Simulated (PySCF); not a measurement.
## Radial density of Cr²⁺ (chromium, charge +2)

UHF, [Ar] 3d4, high-spin 5D determinant. All numbers are calculated (PySCF 2.14, the non-relativistic Hamiltonian (point nucleus), in dyall-av2z (16s12p7d2f, 101 functions)).

```json
{"r (bohr)": "0.00121", "4πr²ρ (e/bohr)": "0.1603", "4πr²(ρα − ρβ)": "0.0000"}
{"r (bohr)": "0.00203", "4πr²ρ (e/bohr)": "0.4365", "4πr²(ρα − ρβ)": "-0.0001"}
{"r (bohr)": "0.00341", "4πr²ρ (e/bohr)": "1.155", "4πr²(ρα − ρβ)": "-0.0001"}
{"r (bohr)": "0.00574", "4πr²ρ (e/bohr)": "2.925", "4πr²(ρα − ρβ)": "-0.0004"}
{"r (bohr)": "0.00965", "4πr²ρ (e/bohr)": "6.858", "4πr²(ρα − ρβ)": "-0.0008"}
{"r (bohr)": "0.0162", "4πr²ρ (e/bohr)": "14.18", "4πr²(ρα − ρβ)": "-0.0018"}
{"r (bohr)": "0.0273", "4πr²ρ (e/bohr)": "23.76", "4πr²(ρα − ρβ)": "-0.0030"}
{"r (bohr)": "0.0459", "4πr²ρ (e/bohr)": "28.59", "4πr²(ρα − ρβ)": "-0.0043"}
{"r (bohr)": "0.0772", "4πr²ρ (e/bohr)": "23.52", "4πr²(ρα − ρβ)": "-0.0068"}
{"r (bohr)": "0.130", "4πr²ρ (e/bohr)": "24.26", "4πr²(ρα − ρβ)": "0.0079"}
{"r (bohr)": "0.218", "4πr²ρ (e/bohr)": "31.19", "4πr²(ρα − ρβ)": "0.2242"}
{"r (bohr)": "0.368", "4πr²ρ (e/bohr)": "15.60", "4πr²(ρα − ρβ)": "1.1765"}
{"r (bohr)": "0.618", "4πr²ρ (e/bohr)": "11.72", "4πr²(ρα − ρβ)": "2.8492"}
{"r (bohr)": "1.04", "4πr²ρ (e/bohr)": "10.61", "4πr²(ρα − ρβ)": "2.9650"}
{"r (bohr)": "1.75", "4πr²ρ (e/bohr)": "2.166", "4πr²(ρα − ρβ)": "1.1293"}
{"r (bohr)": "2.94", "4πr²ρ (e/bohr)": "0.1205", "4πr²(ρα − ρβ)": "0.1089"}
{"r (bohr)": "4.95", "4πr²ρ (e/bohr)": "0.002143", "4πr²(ρα − ρβ)": "0.0021"}
{"r (bohr)": "8.32", "4πr²ρ (e/bohr)": "2.125e-05", "4πr²(ρα − ρβ)": "0.0000"}
```

Question: Where is the radial spin density 4πr²(ρα − ρβ) most negative, and why is it negative at all?

Answer: Around r = 0.0772 bohr, down to -0.0068 e/bohr: exchange with the open shell polarises the paired shells in an unrestricted calculation.
